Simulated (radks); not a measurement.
Results of a calculation; reference values are marked as such.
The nuclear charge of neutral indium is varied continuously with 49 electrons held in [Kr] 4d10 5s2 5p1. Level of theory: Dirac Kohn-Sham, PBEsol, spin-unpolarised, spherical densities, finite nucleus; open shells fill j = l - 1/2 first; Fermi nuclear charge, rms radius 4.6156 fm (a radial shooting solver on a logarithmic mesh with Libxc functionals). By the Hellmann-Feynman theorem dE/dZ = E(electron-nucleus)/Z, the electronic potential at the nucleus (averaged over a nucleus of fixed radius).

| Z | E (hartree) | E(electron-nucleus)/Z (hartree) | HOMO | e(HOMO) (eV) | <r> HOMO (bohr) |
|---|---|---|---|---|---|
| 48.8 | -5822.31001 | -289.625 | 5p1/2 | -1.394 | 3.904 |
| 48.9 | -5851.31418 | -290.458 | 5p1/2 | -2.001 | 3.735 |
| 49 | -5880.40164 | -291.291 | 5p1/2 | -2.644 | 3.594 |
| 49.1 | -5909.57235 | -292.123 | 5p1/2 | -3.322 | 3.474 |
| 49.2 | -5938.82627 | -292.955 | 5p1/2 | -4.029 | 3.369 |
| 49.3 | -5968.16338 | -293.787 | 5p1/2 | -4.765 | 3.277 |
| 49.4 | -5997.58365 | -294.619 | 5p1/2 | -5.527 | 3.193 |
| 49.5 | -6027.08708 | -295.450 | 5p1/2 | -6.314 | 3.118 |
| 49.6 | -6056.67366 | -296.282 | 5p1/2 | -7.125 | 3.048 |
| 49.7 | -6086.34339 | -297.113 | 5p1/2 | -7.960 | 2.985 |
| 49.8 | -6116.09626 | -297.944 | 5p1/2 | -8.816 | 2.926 |
| 49.9 | -6145.93229 | -298.776 | 5p1/2 | -9.694 | 2.871 |
| 50 | -6175.85147 | -299.608 | 5p1/2 | -10.594 | 2.819 |

The central difference of E at Z = 49 is -291.291 hartree, to compare with the third column; the second derivative is -8.32 hartree.
